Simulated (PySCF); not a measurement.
# Ga⁺ (gallium, charge +1) across methods

[Ar] 3d9 4s2 5s1, high-spin 3D determinant (an excited configuration). All numbers are calculated (PySCF 2.14, scalar relativity by spin-free X2C-1e, in aug-cc-pVQZ-DK).

```json
{"method": "PBE0", "E (hartree)": "-1942.300", "mean ε 4s α (eV)": "-24.002", "mean ε 4s β (eV)": "-23.596", "mean ε 5s α (eV)": "-6.992", "Σ⟨r²⟩ (bohr²)": "50.84", "⟨S²⟩": "2.000"}
{"method": "UHF", "E (hartree)": "-1940.98694", "mean ε 4s α (eV)": "-26.466", "mean ε 4s β (eV)": "-25.861", "mean ε 5s α (eV)": "-7.717", "Σ⟨r²⟩ (bohr²)": "54.16", "⟨S²⟩": "2.001"}
{"method": "LDA", "E (hartree)": "-1939.372", "mean ε 4s α (eV)": "-23.300", "mean ε 4s β (eV)": "-22.945", "mean ε 5s α (eV)": "-6.556", "Σ⟨r²⟩ (bohr²)": "50.08", "⟨S²⟩": "2.000"}
{"method": "r2SCANh", "E (hartree)": "-1942.502", "mean ε 4s α (eV)": "-23.531", "mean ε 4s β (eV)": "-23.351", "mean ε 5s α (eV)": "-6.704", "Σ⟨r²⟩ (bohr²)": "50.96", "⟨S²⟩": "2.001"}
{"method": "PBE", "E (hartree)": "-1942.278", "mean ε 4s α (eV)": "-22.916", "mean ε 4s β (eV)": "-22.553", "mean ε 5s α (eV)": "-6.611", "Σ⟨r²⟩ (bohr²)": "50.33", "⟨S²⟩": "2.000"}
{"method": "wB97X-V", "E (hartree)": "-1942.379", "mean ε 4s α (eV)": "-26.418", "mean ε 4s β (eV)": "-26.087", "mean ε 5s α (eV)": "-7.974", "Σ⟨r²⟩ (bohr²)": "51.84", "⟨S²⟩": "2.000"}
{"method": "r2SCAN", "E (hartree)": "-1942.514", "mean ε 4s α (eV)": "-23.102", "mean ε 4s β (eV)": "-22.962", "mean ε 5s α (eV)": "-6.557", "Σ⟨r²⟩ (bohr²)": "50.86", "⟨S²⟩": "2.001"}
{"method": "BHandHLYP", "E (hartree)": "-1942.534", "mean ε 4s α (eV)": "-25.100", "mean ε 4s β (eV)": "-24.722", "mean ε 5s α (eV)": "-7.136", "Σ⟨r²⟩ (bohr²)": "51.48", "⟨S²⟩": "2.000"}
{"method": "TPSSh", "E (hartree)": "-1942.521", "mean ε 4s α (eV)": "-23.267", "mean ε 4s β (eV)": "-22.918", "mean ε 5s α (eV)": "-6.733", "Σ⟨r²⟩ (bohr²)": "50.59", "⟨S²⟩": "2.000"}
```

The outer electron is Rydberg-like, and this basis confines it to a smaller radius and binds it less than a complete one would.
